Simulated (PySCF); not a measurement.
First SCF of a structure search on triplet WO₂²⁺, at a hand-made end-on geometry. PySCF input:

```python
from pyscf import gto, scf, dft
mol = gto.M(atom='''
W      0.000000     0.000000     0.000000
O      0.000000     0.000000     2.060000
O      1.252800     0.000000     2.780000''',
    basis={'W': 'def2-TZVP', 'O': 'def2-TZVP'},
    ecp={'W': 'def2-TZVP'},
    charge=2, spin=2)
mf = dft.UKS(mol, xc='PBE0')
mf.grids.atom_grid = (50, 194)
aux = {'W': 'def2-universal-JKFIT', 'O': 'def2-universal-JKFIT'}
mf = mf.density_fit(auxbasis=aux)
mf.conv_tol = 1e-08
mf.diis_space = 10
mf.max_cycle = 60
mf.init_guess = 'minao'
mf.verbose = 4
mf.kernel()
```

Excerpt of the output (cycles alone):

```
init E= -198.767473327101
cycle= 1 E= -214.928343502241  delta_E= -16.2  |g|= 1.22  |ddm|=  4.8
cycle= 2 E= -186.407004294483  delta_E= 28.5  |g|= 5.31  |ddm|= 5.51
cycle= 3 E= -205.149278655413  delta_E= -18.7  |g|= 4.03  |ddm|= 4.33
cycle= 4 E= -210.340887184788  delta_E= -5.19  |g|= 3.09  |ddm|= 0.901
cycle= 5 E= -212.043053104962  delta_E= -1.7  |g|=  2.6  |ddm|= 0.42
cycle= 6 E= -212.856507199049  delta_E= -0.813  |g|=  2.1  |ddm|= 0.341
cycle= 7 E= -215.832103717786  delta_E= -2.98  |g|= 1.05  |ddm|= 1.74
cycle= 8 E= -216.206617588932  delta_E= -0.375  |g|= 0.299  |ddm|=  0.5
cycle= 9 E= -216.27669347025  delta_E= -0.0701  |g|= 0.0839  |ddm|= 0.335
cycle= 10 E= -216.295017088125  delta_E= -0.0183  |g|= 0.0739  |ddm|= 0.277
cycle= 11 E= -216.297890118643  delta_E= -0.00287  |g|= 0.0941  |ddm|= 0.13
cycle= 12 E= -216.300501274509  delta_E= -0.00261  |g|= 0.0794  |ddm|= 0.0472
cycle= 13 E= -216.305245259986  delta_E= -0.00474  |g|= 0.00923  |ddm|= 0.139
... 34 lines left out ...
cycle= 48 E= -216.304174081555  delta_E= -2.43e-07  |g|= 9.32e-05  |ddm|= 0.00179
cycle= 49 E= -216.304174039972  delta_E= 4.16e-08  |g|= 0.000111  |ddm|= 0.000546
cycle= 50 E= -216.304173339873  delta_E= 7e-07  |g|= 7.27e-05  |ddm|= 0.00548
cycle= 51 E= -216.304172938121  delta_E= 4.02e-07  |g|= 6.64e-05  |ddm|= 0.00345
cycle= 52 E= -216.304172118299  delta_E= 8.2e-07  |g|= 5.4e-05  |ddm|= 0.00868
cycle= 53 E= -216.304171294804  delta_E= 8.23e-07  |g|= 3.94e-05  |ddm|= 0.0168
cycle= 54 E= -216.304171245711  delta_E= 4.91e-08  |g|= 7.78e-06  |ddm|= 0.00458
cycle= 55 E= -216.304171244633  delta_E= 1.08e-09  |g|= 6.89e-06  |ddm|= 0.000635
Extra cycle  E= -216.304171244509  delta_E= 1.24e-10  |g|= 2.09e-05  |ddm|= 1.55e-05
converged SCF energy = -216.304171244509  <S^2> = 3.7227311  2S+1 = 3.9863422
```

This is not the lowest solution: another start and a stability analysis within the same unrestricted form found one 35.2 kJ/mol lower, at -216.31756 Eh.

Open d and f shells are described by one determinant, and the ground state may have another occupation or spin. No spin–orbit coupling is included, which matters more the heavier the element.

The search for the lowest solution, 3 starts and the stability check together, took 18 s on 2 threads of a shared Arm Neoverse V1 host, with 102 basis functions; the process peaked at 0.46 GiB. Launch command: `OMP_NUM_THREADS=2 python axn.py task.json out`.
